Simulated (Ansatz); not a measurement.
Relaxation of C₂H₈AlN (12 atoms, charge 0, multiplicity 1), to a largest force component of 0.015 eV/Å in at most 40 steps.

Theory: RKS PBE/cc-pVDZ (Ansatz).

```xyz
12
Properties=species:S:1:pos:R:3
C -1.021 1.126 0.021
C 0.032 0.616 0.897
Al 1.257 -0.544 -0.152
N 0.697 -2.086 -1.036
H -1.662 0.333 -0.445
H -1.746 1.827 0.612
H -0.610 1.787 -0.805
H 0.652 1.475 1.333
H -0.406 0.034 1.760
H 2.841 -0.172 -0.203
H -0.138 -1.770 -1.660
H 0.181 -2.680 -0.288
```

Question: Where does it end, and by what steps?

Answer: It converged. After 15 steps the energy has fallen by 0.818 eV; H11 moved furthest, 1.56 Å.

```csv
step,energy less start (eV),largest force component (eV/Å),accepted
0,0.0000,2.460,yes
1,-0.2637,1.040,yes
2,-0.3184,0.238,yes
3,-0.3294,0.171,yes
4,-0.3496,0.703,yes
5,-0.3679,1.642,yes
6,-0.5078,0.951,yes
7,-0.6404,0.576,yes
8,-0.7178,0.638,yes
9,-0.7764,0.430,yes
10,-0.8099,0.151,yes
11,-0.8005,0.260,no
12,-0.8146,0.044,yes
13,-0.8169,0.206,yes
14,-0.8179,0.027,yes
15,-0.8181,0.006,yes
```

```xyz
12
Properties=species:S:1:pos:R:3
C -1.125 1.324 0.142
C 0.025 0.626 0.900
Al 1.203 -0.510 -0.234
N 0.572 -2.077 -0.867
H -1.800 0.592 -0.351
H -1.757 1.944 0.815
H -0.748 1.998 -0.656
H 0.655 1.386 1.413
H -0.394 -0.008 1.714
H 2.708 -0.151 -0.677
H 1.096 -2.711 -1.477
H -0.358 -2.467 -0.688
```

Time of the run: 24 s on 2 threads of Intel(R) Xeon(R) Platinum 8375C CPU @ 2.90GHz (Ice Lake), with other jobs on the host, peak memory 0.16 GiB.
